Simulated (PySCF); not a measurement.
[MoO2]-, broken-symmetry Ms = 1/2: molecular constants

These are results of UPBE in PySCF with Mo def2-SVPD with ECP28, O def2-SVPD; scalar-relativistic core potentials, no spin–orbit coupling; density-fitted integrals, not measurements.

The structure is a higher-order saddle point with 2 imaginary modes (one degenerate set).

Coordinates in bohr (charge -1 multiplicity 2):
```
Mo    0.0000    0.0000    0.0000
O     0.0000    0.0000    3.4042
O     0.0000    0.0000   -3.4042
```

* Point group: D∞h
* Bond lengths: Mo–O 1.801 Å (×2)
* Bond angles: O–Mo–O 180.0°
* Dipole moment about the centre of mass: 0.00 D
* Spin squared ⟨S²⟩: 1.753
* Lowest empty level (β): 1.13 eV
* Rotational constants: 0.1624 cm⁻¹
* Principal polarisabilities: 84.8, 84.8, 94.4 bohr³
* Principal quadrupole moments (Buckingham, traceless) about the centre of mass: -21.69, 10.84, 10.84 D Å
* Zero-point energy (real modes): 9.8 kJ/mol
* Highest occupied level (α): 0.39 eV

Harmonic modes (masses in u: Mo 97.905, O 15.995):
| symmetry | ω (cm⁻¹) | IR (km/mol, summed over degenerate members) | type |
| --- | --- | --- | --- |
| πu | 237i | – | bend |
| σu+ | 784 | 661 | stretch |
| σg+ | 847 | 0.0 | stretch |

In D∞h the vibrations span πu + σu+ + σg+. The σg+ mode carries no infrared intensity, as symmetry demands. With a centre of inversion only u modes can be infrared active and only g modes Raman active.

Charges (e); Mulliken and Löwdin values are unreliable with diffuse functions:
```
atom  Mulliken  Löwdin  polar tensor  spin (Mulliken)  Mayer order to Mo1
 Mo1      0.76    0.65          0.88             1.23                   –
O2,3     -0.88   -0.82         -0.94            -0.12                1.19
```

Mulliken populations on Mo1 (electrons outside its core potential): s 2.96, p 6.03, d 4.19, f 0.06.

Outer orbital energies (eV). α occupied: -3.67, -3.02, -3.02, -1.48, -1.48, -0.68, -0.23, 0.39; empty: 1.15, 3.44, 3.44, 3.47. β occupied: -14.99, -3.57, -2.95, -2.95, -1.48, -1.48, -0.64, 0.21; empty: 1.13, 1.68, 3.59, 3.59.

The determinant is spin-contaminated (⟨S²⟩ = 1.75, pure value 0.75). The highest occupied level lies above zero, a sign of self-interaction error or too small a basis; response properties are unreliable. This need not be the most stable arrangement of these atoms. With open d or f shells other occupations or spin states may lie lower. The lowest empty level of this anion is unbound, so it and the gap depend on the basis. At this level a quartet minimum of C2v symmetry lies 129 kJ/mol below this structure.

The final relaxation and frequency run took of the order of 30 core-seconds on a shared host.
